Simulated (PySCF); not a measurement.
HP, SMILES [PH], multiplicity 3. Atoms are numbered in the order given.

```xyz
2

P      0.0000     0.0000    -0.0892
H      0.0000     0.0000     1.3386
```
Charge 0, spin multiplicity 3.

Geometry optimised at PBE0-D3(BJ)/def2-TZVPD.

Two levels are set side by side: PBE/pcH-1 (PySCF) and PBE0/pcH-1 (PySCF). Contact hyperfine couplings, same geometry. Differences are taken from unrounded values.

| quantity | PBE0 |
|---|---|
| A(iso) of 31P, atom P1 (MHz) | 1.8 |
| A(iso) of 1H, atom H2 (MHz) | -38.6 |

**Question.** What does PBE give, and how far is it from PBE0? (The exact figures need the calculation; the answer reports its results.)

**Answer.** 
```
quantity                        PBE  PBE minus PBE0
----------------------------  -----  --------------
A(iso) of 31P, atom P1 (MHz)  -34.4           -36.2
A(iso) of 1H, atom H2 (MHz)   -37.6             1.0
```

Rough cost on one machine, each run with all the roots and properties that it gave: PBE0 against PBE within a factor of 2.
